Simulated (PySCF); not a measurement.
C₃H₇FOSi, SMILES CC(=O)[Si@@H](C)F. Heavy atoms are numbered as in [CH3:1][C:2](=[O:3])[Si@@H:4]([CH3:5])[F:6]. Hydrogens are named by the atom that carries them.

Geometry optimised at B3LYP-D3(BJ)/def2-SVP. The structure was generated by enumeration; whether it is a known compound was not checked. Other conformers were not sampled.

All values below come from PBE/def2-TZVP (PySCF).

ESP charges are fitted to the potential on shells at 1.4 to 2.0 van der Waals radii. Atomic charges (e), one atom of each kind:

| atom | ESP fit | Löwdin |
|---|---|---|
| C1 (CH3) | -0.55 | -0.30 |
| C2 | 0.46 | -0.44 |
| O3 | -0.44 | 0.15 |
| Si4 (SiH) | 0.60 | 0.21 |
| C5 (CH3) | -0.62 | -0.44 |
| F6 | -0.31 | -0.01 |
| H on C1 | 0.16 | 0.14 |
| H on Si4 | -0.13 | -0.02 |
| H on C5 | 0.18 | 0.14 |

Task: Give the Mayer and Wiberg (Löwdin basis) orders of the bonds. (The exact figures need the calculation; the answer reports its results.)

Result: 
```csv
bond,Mayer,Wiberg
C1–C2,0.94,1.33
C2–O3,2.02,2.66
C2–Si4,0.93,0.97
Si4–C5,1.03,1.23
Si4–F6,1.10,1.67
```
